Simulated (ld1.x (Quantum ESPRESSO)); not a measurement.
Results of a calculation; reference values are marked as such.
# Pseudopotentials across the periodic table

Generated with ld1.x 7.5 (TM, RRKJ, ultrasoft, PAW), atompaw 4.2 or ONCVPSP 4.0.1. The cutoff is in Ry: for ld1.x and atompaw files where the sum of valence levels is converged to 10 mRy in a Bessel basis, for ONCV files where the hardest occupied wave has 1 mHa per electron of residual kinetic energy. The error is the largest all-electron minus pseudo excitation energy over each file’s own four to seven test configurations (ionisations up to +4, promotions, holes and added fractions of an electron), all of which were solved. The labels leave out finer settings (local radius, basis sizes, second energies), which also bear on the numbers. Spin-polarised tests are not counted. The rows are a selection from randomly drawn settings: files with unsolved tests, undetermined cutoffs or missed reference levels are left out.

A true bound ghost makes a file unfit for plane-wave use even where its test errors are small: the radial tests pick states by their node count and pass the ghost by.

| element | potential | cutoff (Ry) | largest error (meV) | bound ghosts |
| --- | --- | --- | --- | --- |
| Be | RRKJ, PBE, scalar-relativistic, rc 1.35/3.15/2.70 (spd), local s, core correction yes, reference 2s2 2p0 | 12 | -89 | none |
| Ge | RRKJ, LDA (PZ), scalar-relativistic, rc 1.25/2.00/1.20 (spd), local s, core correction yes, reference 3d10 4s2 4p2 | 160 | -471 | none |
| Nb | TM, LDA (PZ), fully relativistic, rc 2.60/1.25/2.00 (spd), local s, core correction yes, reference 4p6 4d4 5s0 5p0 | 80 | -629 | none |
| I | TM semilocal, PBE, scalar-relativistic, rc 1.85/1.95/1.45/1.90 (spdf), local d, core correction yes, reference 4d10 5s2 5p4 | 100 | -448 | none |

Fill in the row for As: RRKJ, LDA (PZ), scalar-relativistic, rc 1.55/1.80 (sp), local s, core correction yes, reference 4s2 4p3.

cutoff 35 Ry, largest error -288 meV, bound ghosts: none.

Fill in the row for Fe: TM, PBE, non-relativistic, rc 2.15/3.05/1.60 (spd), local d, core correction yes, reference 3d6 4s0.5 4p0.

cutoff 100 Ry, largest error -409 meV, bound ghosts: s, p.
